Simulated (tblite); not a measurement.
C₃H₇ClOSi.
Numbering: `[OH:1][SiH2:2][CH2:3]/[CH:4]=[CH:5]/[Cl:6]` (hydrogens: H7 on O1; H8, H9 on Si2; H10, H11 on C3; H12 on C4; H13 on C5)

Cartesian coordinates in Å at the GFN2-xTB level; atoms count from 1:
```xyz
13
C3H7ClOSi angstrom
O     -1.6320    1.4451   -0.1835
Si    -1.6917   -0.1709   -0.2957
C     -0.1133   -0.9362    0.4864
C      1.0936   -0.4140   -0.1987
C      1.8480    0.5551    0.2942
Cl     3.2077    1.2090   -0.5515
H     -0.8472    1.9438   -0.3973
H     -2.8701   -0.5080    0.4879
H     -1.7717   -0.6012   -1.6930
H     -0.1466   -2.0198    0.4012
H     -0.0799   -0.6843    1.5458
H      1.3166   -0.8287   -1.1716
H      1.6822    1.0105    1.2580
```

Method: GFN2-xTB as coded in tblite; computed harmonic values from a numerical Hessian at the method's own geometry, unscaled. This tight-binding method is rough: wavenumbers can miss measured ones by several per cent, in bad cases by 10 to 20. Modes of hydrogen on silicon can be 10 to 20 % off. One conformer, not necessarily the lowest.

Harmonic wavenumbers (cm⁻¹): 40.2, 69.6, 136.1, 184.1, 245.8, 265.8, 304.3, 403.5, 521.4, 593.5, 671.3, 706.3, 739.2, 757.2, 778.4, 795.5, 840.5, 916.6, 987.6, 1057.9, 1136.1, 1189.6, 1226.7, 1272.5, 1467.0, 1671.9, 2248.7, 2336.7, 2998.0, 3014.9, 3072.3, 3081.1, 3652.7.

A = 5273, B = 916.8, C = 826.0 MHz; mass 121.995 u (most abundant isotopes); point group C1, symmetry number 1.

**Question.** What is the zero-point energy?

**Answer.** ½Σν̃ = 19692 cm⁻¹ = 235.56 kJ/mol.

**Question.** What is S at 400 K and 1 bar for an ideal gas of classical rigid rotors and harmonic oscillators?

**Answer.** Translation 174.88, rotation 124.07, vibration 132.13: S = 431.1 J/(mol K).

**Question.** And Cp and H(400 K) − H(0)?

**Answer.** Cp = 160.93 J/(mol K), of which vibrations give 127.68 (their classical limit is 33 R = 274.4); H(400 K) − H(0) = 40.18 kJ/mol without the zero-point energy, 26.88 from vibrations.

**Question.** What must be added to the electronic energy to get the Gibbs energy at 400 K and 1 bar?

**Answer.** ZPE + [H(400 K) − H(0)] − T·S = 235.56 + 40.18 − 172.43 = 103.31 kJ/mol.

**Question.** Blend soft modes into free rotors: weight 1/[1 + (100 cm⁻¹/ν̃)⁴] for the oscillator and the rest for a rotor with moment μB/(μ + B), μ = h/(8π²ν), B = 10⁻⁴⁴ kg m². What vibrational entropy results?

**Answer.** 120.05 J/(mol K) in place of 132.13, which changes −T·S at 400 K by +4.83 kJ/mol.

**Question.** How do the functions run with temperature in this model?

**Answer.** 
```
 T (K)  S (J/(mol K))  Cp (J/(mol K))  H − H(0) (kJ/mol)  G − H(0) (kJ/mol)  ln q(vib)
    50          242.3            51.2               2.06             -10.06       0.55
   100          283.5            69.3               5.08             -23.27       1.57
298.15          387.9           133.1              25.16             -90.51       5.73
373.15          420.1           154.2              35.95            -120.82       7.27
   500          469.4           182.4              57.39            -177.31       9.80
   750          550.9           219.1             107.97            -305.23      14.48
  1000          617.4           242.5             165.86            -451.52      18.68
```

q(vib) and H(0) count from the zero-point level.

Hindered rotation and anharmonicity are outside this model. Other conformers, if any are populated, would add a mixing term that is left out. The structure is chiral; the term R ln 2 for an equal mix with its mirror image is left out.

Hardware: one thread, Arm Neoverse N1 (aarch64), shared host. Cost: 0.63 s of wall time. This covers the Hessian and the dipole derivatives.
